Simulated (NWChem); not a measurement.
System: C4H7F; SMILES FC(=C)CC

NWChem input:

```
start job
memory heap 200 mb stack 900 mb global 1100 mb
geometry units angstroms
  C      1.530434    -0.872072    -0.186282
  C      0.536223    -0.013698    -0.069302
  F      0.592881     0.933742     0.899862
  C     -0.718832     0.063080    -0.875725
  C     -1.928253    -0.371026    -0.044453
  H      2.383494    -0.834166     0.466887
  H      1.513152    -1.632909    -0.942742
  H     -0.616744    -0.572512    -1.755025
  H     -0.860486     1.096330    -1.202707
  H     -2.018911     0.251918     0.842281
  H     -2.839800    -0.277454    -0.629145
  H     -1.819342    -1.406636     0.269670
end
basis spherical
  * library def2-svp
end
dft
  xc xpbe96 cpbe96
  disp vdw 4
  iterations 150
end
driver
  maxiter 120
end
task dft optimize
task dft freq
```

The level has its own optimisation; frequencies are unscaled. Brackets give each atom's bonded neighbours.

Predict the main results of this run. (PBE-D3(BJ)/def2-SVP.) Quantities: r C–C [C(CCF)–C(CHH)] (Å); r C–H [C(CHH)–H(C)] (Å); r C–F (Å); r C–C [C(CCF)–C(CCHH)] (Å); highest harmonic frequency (cm⁻¹); lowest (cm⁻¹); zero-point energy (kcal/mol); dipole (D).


| Property | Result |
|---|---|
| r C–C [C(CCF)–C(CHH)] (Å) | 1.342 |
| r C–H [C(CHH)–H(C)] (Å) | 1.098 |
| r C–F (Å) | 1.358 |
| r C–C [C(CCF)–C(CCHH)] (Å) | 1.498 |
| highest harmonic frequency (cm⁻¹) | 3216 |
| lowest (cm⁻¹) | 93 |
| zero-point energy (kcal/mol) | 61.4 |
| dipole (D) | 1.34 |
